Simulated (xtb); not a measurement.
A run for xtb: GFN-FF on FH5N2Sn (SMILES [NH2][SnH]([NH2])[F]), a point of a torsion scan.

```
$ xtb mol.xyz --gfnff --sp --chrg 0 --uhf 0
9

N     -1.63810287    -0.47293224     0.50057702
Sn    -0.11571591     0.76763428     0.10233344
N      1.41083530     0.11978299     1.21603964
F      0.58631932     0.30235049    -1.65624100
H     -1.48456393    -1.36552560     0.04353917
H     -2.53662582    -0.13760998     0.17224001
H     -0.53740197     2.40374350    -0.07254624
H      1.32596346     0.31754282     2.20454229
H      2.31367933     0.46003885     0.90895638
```

The log:

```
[...]
           -------------------------------------------------
          |                Calculation Setup                |
           -------------------------------------------------



          ==================== Thresholds ====================
          CN  :   150.00000
          rep :   500.00000
          disp:  2500.00000
          HB1 :   250.00000
          HB2 :   450.00000

          Pauling EN used:
          Z : 1  EN :  2.20
          Z : 7  EN :  3.04
          Z : 9  EN :  3.98
          Z :50  EN :  1.96
          electric field strengths (au): 0.000

           -------------------------------------------------
          |           Force Field Initialization            |
           -------------------------------------------------

          distances ...
          ----------------------------------------
          generating topology and atomic info file ...
          pair mat ...
          computing topology distances matrix with Floyd-Warshall algo ...
          making topology EEQ charges ...
          #fragments for EEQ constrain: 1
          ----------------------------------------
          generating topology and atomic info file ...
          pair mat ...
          computing topology distances matrix with Floyd-Warshall algo ...
          making topology EEQ charges ...
          #fragments for EEQ constrain: 1
          rings ...
          # BATM   32
          # H in HB   5
          doing iterative Hueckel for 2 subsystem(s) ...

  atom   neighbors  erfCN metchar sp-hybrid imet pi  qest     coordinates
    1  N       3    2.78   0.00         2    0    0  -0.341   -3.095566   -0.893712    0.945953
    2  Sn      4    3.50   0.03         3    0    0   0.407   -0.218671    1.450619    0.193382
    3  N       3    2.78   0.00         2    0    0  -0.341    2.666092    0.226357    2.297982
    4  F       1    0.97   0.00         0    0    0  -0.336    1.107983    0.571360   -3.129842
    5  H       1    0.99   0.01         0    0    0   0.151   -2.805419   -2.580469    0.082277
    6  H       1    0.98   0.01         0    0    0   0.151   -4.793528   -0.260045    0.325486
    7  H       1    0.96   0.01         0    0    0   0.006   -1.015543    4.542417   -0.137093
    8  H       1    0.98   0.01         0    0    0   0.151    2.505708    0.600069    4.165981
    9  H       1    0.99   0.01         0    0    0   0.151    4.372220    0.869347    1.717679

          #atoms :   9
          #bonds :   8
          #angl  :   12
          #tors  :   14
          #nmol  :   1
          #optfrag :   1
           -------------------------------------------------
          |                   G F N - F F                   |
          |          A general generic force-field          |
          |                  Version 1.0.3                  |
           -------------------------------------------------
          Number of HB bonds (bound hydrogen)     42
          Number of HB bonds (unbound hydrogen)   48
          Number of XB bonds                      0

 E+G (total)                   0 d,  0 h,  0 min,  0.000 sec
 distance/D3 list               ...        0 min,  0.000 sec (  0.779%)
 non bonded repulsion           ...        0 min,  0.000 sec ( 15.380%)
 dCN                            ...        0 min,  0.000 sec (  5.167%)
 EEQ energy and q               ...        0 min,  0.000 sec (  9.740%)
 D3                             ...        0 min,  0.000 sec ( 12.619%)
 EEQ gradient                   ...        0 min,  0.000 sec (  4.611%)
 bonds                          ...        0 min,  0.000 sec (  8.373%)
 bend and torsion               ...        0 min,  0.000 sec ( 14.377%)
Note: The following floating-point exceptions are signalling: IEEE_UNDERFLOW_FLAG IEEE_DENORMAL
normal termination of xtb
 bonded ATM                     ...        0 min,  0.000 sec (  5.056%)
 HB/XB (incl list setup)        ...        0 min,  0.000 sec ( 20.449%)

         :::::::::::::::::::::::::::::::::::::::::::::::::::::
         ::                     SUMMARY                     ::
         :::::::::::::::::::::::::::::::::::::::::::::::::::::
         :: total energy              -1.067306518593 Eh    ::
         :: gradient norm              0.062005560335 Eh/a0 ::
         ::.................................................::
         :: bond energy               -1.047739312750 Eh    ::
         :: angle energy               0.010170038740 Eh    ::
         :: torsion energy             0.002940784602 Eh    ::
         :: repulsion energy           0.057406927996 Eh    ::
         :: electrostat energy        -0.087014950850 Eh    ::
         :: dispersion energy         -0.003033609064 Eh    ::
         :: HB energy                 -0.000000016184 Eh    ::
         :: XB energy                  0.000000000000 Eh    ::
         :: bonded atm energy         -0.000036381083 Eh    ::
         :: external energy            0.000000000000 Eh    ::
         :: add. restraining           0.000000000000 Eh    ::
         :: total charge               0.000000000000 e     ::
         :::::::::::::::::::::::::::::::::::::::::::::::::::::

           -------------------------------------------------
          |                Property Printout                |
           -------------------------------------------------

molecular dipole:
                 x           y           z       tot (Debye)
 q only:       -0.364       0.498       0.797       2.561

           -------------------------------------------------
          | TOTAL ENERGY               -1.067306518593 Eh   |
          | GRADIENT NORM               0.062005560335 Eh/α |
           -------------------------------------------------
########################################################################
[WARNING] Runtime exception occurred
-1- gfnff_setup: Could not read topology file.
########################################################################

------------------------------------------------------------------------
------------------------------------------------------------------------
 total:
 SCF:
```

The run finished.

Cost: very roughly 0.010 core-seconds.
